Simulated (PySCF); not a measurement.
A PySCF script (with the pyscf-properties extension) for the NMR shieldings of `InChI=1S/C4H11NSSi/c6-7-5-3-1-2-4-5/h6H,1-4,7H2`, on a GFN2-xTB geometry:

```python
import basis_set_exchange as bse
import numpy as np
from pyscf import gto, dft
from pyscf.prop import nmr

atoms = """
S     1.612445    1.465276    2.752592
Si    1.109957    1.587453    0.667705
N     0.687481    0.005478    0.169098
C    -0.185747   -0.879758    0.915640
C    -1.530738   -0.843776    0.170822
C    -1.158247   -0.401812   -1.256233
C     0.371124   -0.269797   -1.215468
H     2.419263    0.422033    2.650290
H     0.109238    2.653773    0.651902
H     2.298529    1.935323   -0.103437
H     0.236314   -1.891978    0.879987
H    -0.264705   -0.571440    1.956816
H    -2.015594   -1.818194    0.185627
H    -2.201042   -0.121946    0.635683
H    -1.477034   -1.120179   -2.009076
H    -1.608453    0.562364   -1.491801
H     0.749280    0.513943   -1.868025
H     0.839170   -1.220443   -1.498059
"""
names = dict.fromkeys(["S", "Si", "N", "C", "H"], "pcSseg-1")
basis = {el: gto.basis.parse(bse.get_basis(n, elements=[el], fmt="nwchem")) for el, n in names.items()}
mol = gto.M(atom=atoms, basis=basis, charge=0, verbose=0)
mf = dft.RKS(mol, xc="PBE0")
mf.grids.level = 2
mf.grids.alignment = dft.numint.BLKSIZE   # the property module wants whole blocks of grid points
mf.conv_tol = 1e-9
mf.kernel()

calc = nmr.RKS(mf)   # GIAO
C = mf.mo_coeff
Co = C[:, mf.mo_occ > 0]
resp = mf.gen_response(singlet=True, hermi=2)
def vind(x):   # induced exchange potential for any number of trial vectors
    d = np.einsum("pi,xij,qj->xpq", C, 2 * x.reshape(-1, C.shape[1], Co.shape[1]), Co, optimize=True)
    return np.einsum("xpq,pi,qj->xij", resp(d - d.transpose(0, 2, 1)), C, Co, optimize=True).ravel()
mo1, _ = nmr.rhf.solve_mo1(calc, with_cphf=vind)
sigma = calc.kernel(mo1)
for i, s in enumerate(sigma):   # ppm
    w = np.linalg.eigvalsh((s + s.T) / 2)
    print("%2d %-2s iso %8.1f  s11 %8.1f  s22 %8.1f  s33 %8.1f" % (i, mol.atom_pure_symbol(i), w.mean(), *w))
```

Task: What are the results?

Result: 
```
 0 S  iso    731.7  s11    612.2  s22    699.9  s33    882.9
 1 Si iso    378.8  s11    316.5  s22    376.1  s33    443.8
 2 N  iso    209.1  s11    160.7  s22    218.5  s33    247.9
 3 C  iso    137.1  s11    101.2  s22    139.9  s33    170.2
 4 C  iso    160.4  s11    130.9  s22    172.1  s33    178.2
 5 C  iso    158.9  s11    130.2  s22    169.4  s33    177.1
 6 C  iso    135.8  s11    100.4  s22    137.5  s33    169.4
 7 H  iso     31.4  s11     23.7  s22     28.3  s33     42.1
 8 H  iso     26.5  s11     22.0  s22     25.2  s33     32.4
 9 H  iso     26.4  s11     21.7  s22     25.4  s33     32.2
10 H  iso     29.1  s11     22.9  s22     27.8  s33     36.7
11 H  iso     27.7  s11     21.4  s22     29.1  s33     32.7
12 H  iso     30.1  s11     24.9  s22     27.6  s33     37.8
13 H  iso     30.1  s11     25.3  s22     28.0  s33     36.9
14 H  iso     30.0  s11     25.0  s22     27.4  s33     37.7
15 H  iso     30.1  s11     25.5  s22     27.7  s33     37.1
16 H  iso     28.5  s11     23.7  s22     27.6  s33     34.3
17 H  iso     28.9  s11     22.6  s22     27.4  s33     36.6
```

These numbers come from an equivalent density-fitted implementation of the same equations, which agrees with the script to about 0.01 ppm for H and up to a few tenths of a ppm for heavy atoms, so last digits may differ.

Task: Turn these shieldings into chemical shifts. Referencing at the same level of theory: $^{33}$S (σ = 503.73 ppm) against CS2; $^{29}$Si (σ = 349.16 ppm), $^{13}$C (σ = 186.93 ppm), $^{1}$H (σ = 31.72 ppm) against TMS; $^{15}$N (σ = 267.73 ppm) vs NH3.

Result: Averaging equivalent atoms: S 0: -228; Si 1: -29.6; N 2: 58.7; C 3/6: 50.5; C 4/5: 27.3; H 8/9: 5.24; H 10/11/16/17: 3.14; H 12/13/14/15: 1.64; H 7: 0.34 ppm. Experimental scales use liquid or dissolved standards, which lie at an offset from isolated NH3 (liquid NH3: subtract about 20 ppm).

Size and cost of the density-fitted run: 188 basis functions, 37 s wall time on 1 thread of an Intel Xeon Platinum 8488C, shared host; peak memory 0.86 GiB.
